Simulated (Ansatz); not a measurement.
Species: GaAs, charge 0, triplet. GaAs (SMILES [Ga]=[As], triplet).
B3LYP-D3(BJ)/def2-TZVP minimum from Ansatz (a first-principles code):
```xyz
2

Ga     0.0000     0.0000    -1.2139
As     0.0000     0.0000     1.1404
```
Charge 0, spin multiplicity 3.

Hartree-Fock and MP2 correlation energies in hartree (Ansatz). UHF or UKS for unpaired electrons; spin-orbit terms are left out. Cores are frozen in correlated methods (noble-gas shells, and filled d and f shells in the p block). No relativity. The UHF reference of AsGa ([Ga]=[As], triplet) is spin-contaminated (<S^2> up to 0.08 over the pure value in the sets run). The determinant of AsGa ([Ga]=[As], triplet) is a saddle point of the SCF energy; a lower one exists, which strains HF and MP2.

```tsv
basis	X	E(HF)	E(corr, MP2)
cc-pVTZ	3	-4157.51290	-0.14441
cc-pVQZ	4	-4157.51829	-0.15590
cc-pV5Z	5	-4157.51884	withheld
```

**Question.** Fit E(corr) = E∞ + A/X³ to X = 3 and 4, predict X = 5, and compare with the run.

**Answer.** A = (-0.14441 - (-0.15590))/(1/27 - 1/64) = 0.5366; E∞ = -0.15590 - A/64 = -0.16428; at X = 5, E∞ + A/125 = -0.15999. The run gave -0.16126, 1.27 mEh below the prediction. The same form on X = 4 and 5 gives E∞ = -0.16688, 2.60 mEh below the first estimate.
